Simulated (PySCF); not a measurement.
C4H3ClF2, SMILES CC(Cl)=C=C(F)F.

Coordinates come from a B3LYP-D3(BJ)/def2-SVP optimisation. The structure was generated by enumeration, and PubChem lists no compound with its InChIKey, so it may never have been made.

Computed with TDA-PBE/def2-SVPD (PySCF).

Vertical excitations. The molecule is in vacuum. State labels are in the subgroup Cs.

| state | symmetry | energy (eV) | λ (nm) | f | main pairs |
|---|---|---|---|---|---|
| S1 | A" | 4.65 | 267 | 0.000 | HOMO→LUMO 100 % |
| S2 | A" | 5.35 | 232 | 0.000 | HOMO−1→LUMO+1 99 % |
| S3 | A' | 5.65 | 220 | 0.000 | HOMO→LUMO+1 42 %, HOMO−1→LUMO 42 % |
| S4 | A" | 5.78 | 215 | 0.000 | HOMO−2→LUMO 100 % |
| S5 | A' | 6.35 | 195 | 0.005 | HOMO−2→LUMO+1 94 % |
| S6 | A' | 6.44 | 193 | 0.022 | HOMO→LUMO+2 96 % |
| S7 | A' | 6.61 | 188 | 0.383 | HOMO−3→LUMO 29 %, HOMO→LUMO+1 24 %, HOMO−1→LUMO 21 %, HOMO→LUMO+3 15 % |
| S8 | A" | 6.67 | 186 | 0.000 | HOMO−1→LUMO+2 100 % |
| S9 | A' | 7.11 | 174 | 0.016 | HOMO→LUMO+3 55 %, HOMO→LUMO+4 38 % |
| S10 | A" | 7.22 | 172 | 0.001 | HOMO−3→LUMO+1 59 %, HOMO−1→LUMO+3 40 % |
| T1 | A' | 4.02 | 308 | 0 | HOMO−1→LUMO 93 % |
| T2 | A" | 4.26 | 291 | 0 | HOMO→LUMO 99 % |
| T3 | A' | 4.29 | 289 | 0 | HOMO→LUMO+1 93 % |
| T4 | A" | 4.95 | 250 | 0 | HOMO−1→LUMO+1 100 % |
Triplets are in the Tamm–Dancoff approximation.
